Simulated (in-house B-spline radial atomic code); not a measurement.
Radial electron density of the antimony ion Sb⁶⁺, [Kr] (4d3/2)3 (4d5/2)6. Level of theory: Dirac-Hartree-Fock, average of the jj configuration, Fermi nucleus of rms radius 4.6802 fm; calculated with a B-spline radial code for spherical atoms.

Columns: r (bohr), 4πr²n(r) (electrons per bohr), bar.

```
 0.00103    1.788 #
 0.00125    2.505 #
 0.00151    3.464 ##
 0.00184    4.835 ###
 0.00223     6.64 ###
  0.0027    9.027 #####
 0.00328    12.21 ######
 0.00398    16.28 ########
 0.00483    21.39 ###########
 0.00585    27.52 ##############
  0.0071    34.72 ##################
 0.00861    42.63 ######################
  0.0104    50.54 ##########################
  0.0127     58.2 ##############################
  0.0154     63.8 #################################
  0.0186     66.6 ###################################
  0.0226    66.18 ##################################
  0.0274    63.07 #################################
  0.0333     59.2 ###############################
  0.0404    57.73 ##############################
  0.0489     61.2 ################################
  0.0594    69.86 ####################################
   0.072    79.73 #########################################
  0.0873    84.57 ############################################
   0.106    79.95 ##########################################
   0.129    68.35 ####################################
   0.156    59.65 ###############################
   0.189    60.72 ################################
   0.229    68.06 ###################################
   0.278    68.94 ####################################
   0.337    55.58 #############################
   0.409    35.31 ##################
   0.496    22.64 ############
   0.602    21.91 ###########
    0.73    24.68 #############
   0.886    22.38 ############
    1.07    15.28 ########
     1.3    7.681 ####
    1.58    2.854 #
    1.92   0.7648 
    2.33   0.1408 
    2.82  0.01662 
    3.42 0.001061
```

On this grid the curve has 4 maxima, near 0.0186, 0.0873, 0.278, 0.73 bohr.

The 4d5/2 radial function P(r) = rR(r), positive near the nucleus, with its small component Q(r) (sign convention: Q ≈ (P' + κP/r)/2c):

```
r (bohr)         P           Q
  0.0104  0.001573  -9.571e-05
  0.0154  0.004661  -0.0002808
  0.0226   0.01299  -0.0007721
  0.0333    0.0347   -0.002028
  0.0489   0.08523   -0.004882
   0.072     0.189    -0.01057
   0.106    0.3584     -0.0196
   0.156    0.5398    -0.02937
   0.229    0.5552    -0.03263
   0.337    0.1846    -0.02247
   0.496   -0.5268   -0.002442
    0.73     -1.07     0.01275
    1.07   -0.9889     0.01338
    1.58   -0.4991    0.006445
    2.33   -0.1224    0.001491
    3.42  -0.01102    0.000129
```
